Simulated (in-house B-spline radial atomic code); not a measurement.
A fraction x of an electron is removed from 4p in In II (In+), starting from [Kr] 4d10 5s2 and keeping the highest spin. Level of theory: non-relativistic BHandHLYP, spin-polarised, spherical fractional occupations, point nucleus; calculated with an all-electron radial atomic-structure program (B-spline basis).

Caution: exact exchange at fractional occupations of open shells leaves self-interaction of up to several eV.

| x | E(x) - E(0) (eV) | 4p down level (eV) |
| --- | --- | --- |
| 0 | 0.0000 | -93.530 |
| 0.04 | 3.7506 | -94.000 |
| 0.25 | 23.7530 | -96.511 |
| 0.26 | ? | ? |
| 0.41 | 39.3509 | -98.469 |
| 0.5 | 48.2632 | -99.586 |
| 0.51 | 49.2597 | -99.711 |
| 0.7 | ? | ? |
| 0.75 | 73.5531 | -102.747 |
| 0.89 | 88.0638 | -104.552 |
| 1 | 99.6433 | -105.987 |

What belongs in the row x = 0.26?

An energy change of 24.7187 eV; 4p down at -96.632 eV.

What belongs in the row x = 0.7?

An energy change of 68.4318 eV; 4p down at -102.108 eV.

Check Janak's theorem between x = 0.04 and 0.25.

The slope of the energy is 95.25 eV; the orbital levels give 95.26 eV (-ε of the emptying orbital, averaged over the two points).
